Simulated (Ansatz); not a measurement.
`[BH2][GaH][SiH3]` + H₂ → `[BH2][GaH2]` + SiH₄  (hydrogenolysis of a Ga–Si bond)

Gas-phase electronic energies from Ansatz, PBE0-D4/def2-TZVP geometries. CBS: MP2 limit from def2 TZ/QZ plus the TZ coupled-cluster correction, frozen cores. This one scheme is used for every species. DFT in def2-TZVPP. For Ga outer-core shells are correlated without core-valence functions, which leaves a few kJ/mol of doubt a bond. Scalar relativity is left out up to krypton.

Q: Is it downhill or uphill in electronic energy at CCSD(T)/CBS, and by how much? (Best estimate.)

A: The calculation gave: Uphill: ΔE = +0.9 kcal/mol.

Q: What do these levels give: B97M-V, CAM-B3LYP-D4, PBE, BLYP, HF/CBS(def2), MP2/CBS(def2)? (An estimate is asked.)

A: Ansatz gave: B97M-V -1.2, CAM-B3LYP-D4 -1.7, PBE 2.6, BLYP -0.4, HF/CBS(def2) -7.5, MP2/CBS(def2) 1.2 kcal/mol.

Largest T1 diagnostic among the species: 0.014.

At CCSD(T), def2-SVP lies −3.6 kcal/mol from the extrapolated value and def2-TZVPP −1.0 kcal/mol. In def2-TZVPP, CCSD(T) changes the Hartree–Fock value by +7.1 kcal/mol (the triples alone add +1.2 kcal/mol) and MP2 by +7.5 kcal/mol. From r2SCAN to r2SCAN0 (25 % exact exchange), in def2-TZVPP and without D4, ΔE moves by −1.0 kcal/mol.
